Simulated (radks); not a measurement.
Spherical quantum dot in the effective-mass picture: electrons in a well V = -V0 / (1 + exp((r - R)/a)) with V0 = 12.3, R = 3.18, a = 0.36, all in effective atomic units (hartree* = m*/eps^2 hartree, bohr* = eps/m* bohr), one dielectric constant everywhere. Calculated with a radial shooting solver with Libxc functionals: non-relativistic Kohn-Sham, PBE, spin-polarised, spherical densities. Levels are named by radial order and angular momentum (1s, 1p, 1d, 2s, ...), and open shells are averaged over m. Results are scaled to m* = 0.16 and eps = 7.2, for which hartree* = 83.99 meV and bohr* = 2.381 nm.

N = 3, configuration 1s2 1p(up 1, down 0). This is the lowest configuration that the search found. Occupied and some empty levels:

| level | occupation | eigenvalue (meV) | <r> (nm) |
|---|---|---|---|
| 1s up | 1 | -860.16 | 3.542 |
| 1s down | 1 | -855.18 | 3.497 |
| 1p up | 1 | -811.07 | 4.151 |
| 1p down | 0 | -804.80 | 4.143 |
| 1d up | 0 | -747.82 | 4.589 |
| 1d down | 0 | -741.32 | 4.597 |
| 2s up | 0 | -712.81 | 3.749 |
| 2s down | 0 | -710.40 | 3.770 |
| 1f up | 0 | -673.51 | 4.943 |
| 1f down | 0 | -667.28 | 4.958 |

Energy (meV): total -2716.26, kinetic 168.27, external -3012.0, Hartree 215.83, exchange-correlation -88.362.
